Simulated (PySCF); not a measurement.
**Peak assignment**

Geometry (Å), atoms numbered from 1 in this order:
```xyz
17

N     0.3282   -1.5951    1.3727
Si    0.1432   -0.3025    0.2131
Si    0.4341    1.6164    1.5227
Si    1.9076   -0.6663   -1.2750
Si   -1.9584   -0.3075   -0.8188
O    -2.1003    1.0554   -1.7089
H    -0.2485   -1.6015    2.1986
H     0.4289   -2.5407    1.0407
H    -0.6443    1.8388    2.4983
H     1.6763    1.6991    2.2937
H     0.4096    2.8118    0.6653
H     3.1156    0.1016   -0.9531
H     1.5338   -0.2733   -2.6374
H     2.3413   -2.0660   -1.3666
H    -2.2090   -1.3065   -1.8581
H    -3.0944   -0.3741    0.1215
H    -2.0708    1.9226   -1.3186
```

Computed data (PySCF): geometry: GFN2-xTB, shieldings: GIAO PBE0/pcSseg-1. Rapidly exchanging positions averaged, single conformer, gas phase, non-relativistic.

Shifts are taken against calculated references (same method and geometry level): ¹H (σ = 31.72 ppm) vs TMS.

Assign these signals to the numbered atoms. ¹H NMR (400 MHz, computed): δ 5.41 (s, 2H), 3.64 (s, 6H), -0.26 (br s, 1H), -0.85 (br s, 2H).

Results:


| δ (ppm) | atoms | environment | reason |
| --- | --- | --- | --- |
| 5.41 | H15/H16 | hydrogen on a silicon bonded to O, Si | – |
| 3.64 | H9/H10/H11/H12/H13/H14 | hydrogen on a silicon bonded to Si | – |
| -0.26 | H17 | hydrogen on an oxygen bonded to Si | exchangeable, gas-phase position |
| -0.85 | H7/H8 | hydrogen on a nitrogen bonded to Si | labile proton, position sensitive to the medium |

The OH or NH signal is concentration- and solvent-dependent in practice; the value given is the gas-phase one. Multiplicities follow the n + 1 count of equivalent neighbours, as no J values were calculated; m marks all less simple cases, F and P coupling included.
